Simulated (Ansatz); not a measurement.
Consider the redistribution: `C[O][Ga]([SH])[O][SiH3]` + `[SiH3]O[SiH](S)Cl` → `C[O][Ga]([SH])[SH]` + `[SiH3]O[SiH](Cl)O[SiH3]`.

Gas-phase electronic energies from Ansatz, PBE0-D4/def2-TZVP geometries. CBS: MP2 limit from def2 TZ/QZ plus the TZ coupled-cluster correction, frozen cores. For Ga outer-core shells are correlated without core-valence functions, which leaves a few kJ/mol of doubt a bond. Scalar relativity is left out up to krypton. One conformer a species, not always the lowest.

| level | ΔE (eV) |
| --- | --- |
| MP2/def2-TZVPP | -0.94 |
| CCSD/CBS(def2) | -0.99 |

What does CCSD(T)/CBS give? (Best estimate.)

Computed: -0.97 eV. The listed levels differ from it by 0.03, -0.02 eV.

Largest T1 diagnostic among the species: 0.014.

In def2-TZVPP, CCSD(T) changes the Hartree–Fock value by +0.12 eV (the triples alone add +0.02 eV) and MP2 by +0.13 eV. From PBE to PBE0 (25 % exact exchange), in def2-TZVPP and without D4, ΔE moves by −0.05 eV.
